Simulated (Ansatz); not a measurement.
`C=C(N)[O][GeH3]` + `[F][SnH3]` → `C=[C](N)[SnH2][F]` + `[OH][GeH3]`  (formal exchange of groups at a C–O bond)

Computed with Ansatz on PBE0-D4/def2-TZVP structures; ΔE is electronic, products minus reactants. CBS: MP2 limit from def2 TZ/QZ plus the TZ coupled-cluster correction, frozen cores. Functionals use def2-TZVPP. B3LYP here is the variant with VWN-RPA as its local correlation; programs differ in this. Elements past krypton have def2 core potentials. For Ge, Sn outer-core shells are correlated without core-valence functions, which leaves a few kJ/mol of doubt a bond. Scalar relativity is left out up to krypton. Each species was taken in one conformer, which may not be the lowest.

| level | ΔE (kJ/mol) | difference from CCSD(T)/CBS |
| --- | --- | --- |
| PBE-D4 | -27.0 | 9.1 |
| r2SCAN-D4 | -23.0 | 13.1 |
| PBE0-D4 | -23.7 | 12.4 |
| B3LYP-D4 | -24.5 | 11.6 |
| ωB97X-V | -20.7 | 15.4 |
| ωB97M-V | -23.3 | 12.8 |
| B2PLYP | -28.4 | 7.7 |
| PBE | -27.5 | 8.6 |
| B3LYP | -25.0 | 11.1 |
| MP2/def2-TZVPP | -36.7 | -0.6 |
| SCS-MP2/def2-TZVPP | -31.9 | 4.2 |
| CCSD/def2-TZVPP | -26.5 | 9.6 |
| HF/def2-QZVPP | -11.1 | 25.0 |
| MP2/def2-QZVPP | -41.4 | -5.3 |
| SCS-MP2/def2-QZVPP | -36.6 | -0.5 |
| HF/CBS(def2) | -11.2 | 24.9 |
| CCSD(T)/CBS | -36.1 | 0 |

Largest T1 diagnostic among the species: 0.014.

From PBE to PBE0 (25 % exact exchange), in def2-TZVPP and without D4, ΔE moves by +3.4 kJ/mol. In def2-TZVPP, CCSD(T) changes the Hartree–Fock value by −18.2 kJ/mol (the triples alone add −1.9 kJ/mol) and MP2 by −26.5 kJ/mol.
